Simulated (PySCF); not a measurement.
## How methods differ on the excitation energy of Ti²⁺

Ti²⁺ [Ar] 3d2 (3F) → Ti²⁺ [Ar] 3d1 4p1 (high-spin determinant), as a difference of total energies. Computed with PySCF 2.14 in aug-cc-pVDZ, with the non-relativistic Hamiltonian (point nucleus). Correlated levels: valence: [Ar] frozen. The calculations carry no spin-orbit coupling.

```tsv
method	excitation energy (cm⁻¹)
UHF	78675
LDA	82398
PBE	81678
PBE0	82342
r2SCAN	83668
BLYP	81523
BHandHLYP	82610
wB97X-V	83555
TPSSh	83276
MP2 (valence)	79033
SCS-MP2 (valence)	78794
```

A first-order spin-orbit estimate (lowest level to lowest level, LS coupling) adds -0.011 eV.

The determinant of the upper state mixes LS terms, which raises its energy above the lowest term, most at the Hartree-Fock and MP2 levels.
